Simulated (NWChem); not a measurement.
System: BSiH5; SMILES B[SiH3]

```xyz
7

B     -0.0002     1.4414     0.0171
H      1.0333     2.0676    -0.0097
H     -1.0332     2.0682    -0.0096
Si    -0.0001    -0.5729     0.0075
H      0.0125    -0.9648    -1.4445
H     -1.2206    -1.1791     0.6263
H      1.2105    -1.1780     0.6467
```
Atoms are numbered in this order, from 1.

STO-3G and 3-21G are far too small for this property and stand as cheap habits. Coordinates come from a PBE0/def2-SVP optimisation.

Q: List the 4 lowest vertical singlet excitations from CAM-B3LYP/3-21G, TDA (NWChem).

A: 
```
state  energy (eV)  oscillator strength  leading excitation (squared amplitude)
-----  -----------  -------------------  --------------------------------------
S1            4.53                0.007                      HOMO → LUMO (0.97)
S2            5.53                0.002                    HOMO−1 → LUMO (0.69)
S3            7.07                0.011                    HOMO−3 → LUMO (0.69)
S4            7.22                0.089                    HOMO−2 → LUMO (0.96)
```
